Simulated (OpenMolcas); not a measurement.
# Mn3+: moving the ligands

Mn3+ with 6 ligands (fluoride) in octahedral coordination (Oh) at 1.96 Å. A charge of +0.5 e stands 2.4 Å behind each ligand. Ligand basis ANO-RCC-VDZP.
```
Mn    0.0000    0.0000    0.0000
F     1.9600    0.0000    0.0000
F     0.0000    1.9600    0.0000
F    -1.9600    0.0000    0.0000
F     0.0000   -1.9600    0.0000
F     0.0000    0.0000    1.9600
F     0.0000    0.0000   -1.9600
```

```
Program             : OpenMolcas 26.06
Method              : CASSCF
Basis               : ANO-RCC-VTZP [6s5p3d2f1g]
Scalar Hamiltonian  : DKH2, point nucleus
Active space        : 4 electrons in 5 orbitals (3d)
State averaging     : 2S+1 = 5 even, 5 roots; 2S+1 = 3 even, 45 roots; 2S+1 = 1 even, 50 roots
Spin-orbit coupling : RASSI with atomic mean-field integrals over the reference wave functions
```

Runs around this geometry, states (labels of O, the rotations of Oh). Energies in cm-1 above the lowest state or level, χT in cm3 K/mol; 10Dq and B are least-squares fits to the states below 45000 cm-1, weighted by degeneracy, with a free offset, and given where the rms deviation is under 5 % of |10Dq| (or 100 cm-1) and under 700 cm-1.

```
R (Å)  Ground state  First state of that spin   10Dq  B (rms of fit)  First gap with spin-orbit (degeneracies)  χT at 300 K  First state of another spin
 1.87            5E                 5T2 14226  14061       1132 (95)                                9.8 (1, 3)        2.954                    3T1 11682
 1.96            5E                 5T2 11182  10995       1142 (98)                                9.7 (1, 3)        2.939                    3T1 14690
 2.01            5E                  5T2 9841   9630       1147 (96)                               10.0 (1, 3)        2.930                    3T1 15993
```

Taking |10Dq| as R^-n, n = -ln(9630 / 14061) / ln(2.01 / 1.87) = 5.2 between the shortest and longest distance. The point-charge formula for a cubic d site gives n = 5.

An orbital doublet at a regular site is open to a Jahn-Teller distortion, which this geometry leaves out. Without dynamic correlation the repulsion within the d shell is too large (B by tens of per cent), so at a given field states of lower spin stand too high. Ligand-to-metal charge-transfer states are missing. With no ligand orbital active B as a rule stays too high, so bands that hang on it stand too high and its fall with covalency is understated. With metal d orbitals alone and no dynamic correlation the field as a rule comes out too small, by tens of per cent, by up to half for chloride and softer ligands. This shell can be high or low spin here, a state of another spin lies low, and with metal d orbitals alone active their balance is uncertain, so the ground spin may be wrong (holds for R = 1.87; R = 1.96). No measured value stands beside these numbers; the geometry is a model, was not optimised and need not be the one that this ion takes.
